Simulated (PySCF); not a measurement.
Simulation results for CH4AlB2

Computed with PySCF 2.14.0. Calculation on a computer-drawn molecule: the log of a Hartree-Fock and frozen-core CCSD(T) single point meant for a local Hartree-Fock minimum, with one planted fault or none, to be diagnosed. Offsets are logged minus clean, where the clean run is the same molecule without the fault. The reference is restricted for singlets and unrestricted otherwise, and also for a bond in bohr or an excited solution. Adding or removing an electron swaps singlet and doublet. The excited solution moves the top pair (singlet) or top alpha electron (doublet) to the lowest empty orbital. Highest occupied and lowest empty are orbital energies over both spins, largest force is the largest gradient component, triples share is (T) over the correlation energy, the T1 limit is 0.02 restricted and 0.045 unrestricted, electrons count all cores, a negative frequency is imaginary (commonest isotopes), and the dipole is about the centre of nuclear charge.

CH4AlB2

Logged structure:
```xyz
8
CH4AlB2
B     -0.2734     2.1380    -1.2844
Al     0.2042     0.1300    -0.6348
B      0.6570    -1.7756    -0.0186
C      0.9633    -3.0648     0.3984
H     -1.3151     2.3251    -1.8287
H      0.5178     3.0033    -1.0807
H      1.8990    -3.3075     0.8952
H      0.2834    -3.8997     0.2501
```

- meant charge: 1
- meant multiplicity: 1
- meant basis: cc-pV(D+d)Z
- logged electrons: 32
- logged basis functions: 85
- logged SCF converged: yes
- logged spin squared: 0
- logged highest occupied: -9.4431 eV
- logged lowest empty: -9.0604 eV
- logged largest force: 0.22531 hartree/bohr
- logged CC converged: no
- logged dipole magnitude: 8.2302 debye
- logged SCF stable within its kind: no
- logged energy HF: -330.79965 hartree
- possible faults: no fault, one electron removed, one electron added, multiplicity raised by two, geometry at a saddle point, SCF held on an excited solution, minimal basis STO-3G, one bond length entered in bohr, all coordinates scaled
- planted fault: SCF held on an excited solution
- HF energy offset from clean run: 207.6 kcal/mol

Drawn bonds:
```csv
atom,other atom,order
1,2,1
2,3,1
3,4,2
1,5,1
1,6,1
4,7,1
4,8,1
```

Notes: CCSD not converged.
